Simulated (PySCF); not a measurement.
SnF: frontier orbitals

r²SCAN at R = 1.994 Å; Sn def2-SVPD with ECP28, F def2-SVPD; scalar-relativistic core potentials (PySCF 2.14). State: ²Π (doublet), unpaired electrons π ↑. Only the outer orbitals are listed, counted within each symmetry, core potentials removing the inner ones.

```tsv
spin	orbital	occ.	ε (eV)	on Sn (%)	main shells (%)
α	6σ	1	-12.18	68	68 Sn s, 31 F p
α	3π	1	-9.09	4	96 F p
α	3π	1	-9.07	5	95 F p
α	7σ	1	-8.76	46	54 F p, 32 Sn s, 14 Sn p
α	4π	1	-4.30	99	98 Sn p
α	4π	0	-3.76	99	99 Sn p
β	6σ	1	-11.70	58	57 Sn s, 40 F p
β	3π	1	-9.06	3	96 F p
β	3π	1	-8.86	2	97 F p
β	7σ	1	-8.47	56	45 F p, 42 Sn s, 13 Sn p
β	4π	0	-3.36	99	98 Sn p
β	4π	0	-2.27	99	98 Sn p
```

Question: Which are the highest filled and the lowest empty level, where do they sit, and how wide is the gap?

Answer: Highest filled α 4π at -4.30 eV (in %: 98 Sn p); lowest empty α 4π at -3.76 eV (in %: 99 Sn p); the gap at r²SCAN is 0.54 eV. Both belong to one degenerate shell, split only by its one-sided filling, so this is no excitation gap.

```
bond order (Mayer)                              : 0.43
⟨S²⟩                                            : 0.755
charge on Sn (Mulliken, basis-dependent)        : 0.58
charge on Sn (Löwdin, basis-dependent)          : 0.77
dipole moment (positive dipole means Sn(−)F(+)) : -2.90 D
```

Spin–orbit coupling is left out. The state was picked by a PBE0 search and need not be the measured ground state.
